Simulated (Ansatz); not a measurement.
A nudged elastic band was laid between two geometries of Cl3H3HfOSi + H2 (11 atoms, charge 0, multiplicity 1).

The calculation used Ansatz, RKS PBE0/def2-SVP.

| Quantity | Value |
| --- | --- |
| movable images | 5 |
| climbing image | yes |
| spring | 5.0 eV/Å² |
| optimiser | quadratic models (default) |
| start path | through a guess of the saddle point |
| force threshold | 0.05 eV/Å |
| iteration limit | 60 |
| end points | relaxed |

Initial state:

```xyz
11
Properties=species:S:1:pos:R:3
Hf -0.278 0.241 -0.097
O -0.869 0.005 1.699
Si -1.372 -0.223 3.286
H -2.690 -0.915 3.274
H -0.358 -1.056 3.992
H -1.493 1.108 3.943
Cl 1.989 0.844 -0.075
Cl -1.547 1.967 -1.047
Cl -0.629 -1.752 -1.288
H 1.208 -2.785 1.220
H 1.605 -2.402 1.746
```

Final state:

```xyz
11
Properties=species:S:1:pos:R:3
Hf 0.324 -0.182 -0.040
O -0.061 -0.648 2.167
Si -1.488 -0.645 3.142
H -2.195 -1.941 2.990
H -1.005 -0.466 4.539
H -2.292 0.511 2.683
Cl 1.111 -0.342 -2.238
Cl 0.588 2.092 0.515
Cl -1.870 -1.091 -0.234
H 1.714 -1.223 0.582
H 0.741 -1.033 2.547
```

Task: Which bonds break or form, and what moves?

Result: Bonds broken: H10–H11. Bonds formed: Hf1–H10, O2–H11. Cl3H3HfOSi + H2 becomes Cl3H5HfOSi.

Task: Give the energies along the band, and the barrier.

Result: It did not converge within its limit. The highest image is number 5 of 0 to 6, 1.28 eV above the first end and 0.16 eV above the last; the last end lies 1.12 eV above the first. The band didn't meet its force threshold, so its energies are provisional: the largest band force was still 0.47 eV/Å, and over the last iterations the top moved between 1.22 and 1.28 eV. Neighbouring images lie up to 4.2 Å apart, so the band is torn or far too coarse. The orbitals stay closed-shell, which can raise the energy where a bond breaks towards radicals; this wasn't checked here.

| image | path coordinate (Å) | energy (eV) | H10–H11 (Å) | Hf1–H10 (Å) | O2–H11 (Å) |
| --- | --- | --- | --- | --- | --- |
| 0 | 0.00 | 0.00 | 0.76 | 3.62 | 3.45 |
| 1 | 1.42 | 0.01 | 0.76 | 4.14 | 3.67 |
| 2 | 2.84 | 0.00 | 0.76 | 3.57 | 3.28 |
| 3 | 4.25 | 0.05 | 0.76 | 3.17 | 2.76 |
| 4 | 5.67 | 0.43 | 0.79 | 2.40 | 1.86 |
| 5 | 7.08 | 1.28 | 1.96 | 1.86 | 0.96 |
| 6 | 11.30 | 1.12 | 2.20 | 1.85 | 0.97 |

The band took 60 iterations and of the order of 60 core-minutes.

The run took 15 min on 4 threads of Arm Neoverse V2, on a shared host, peak memory 0.43 GiB.
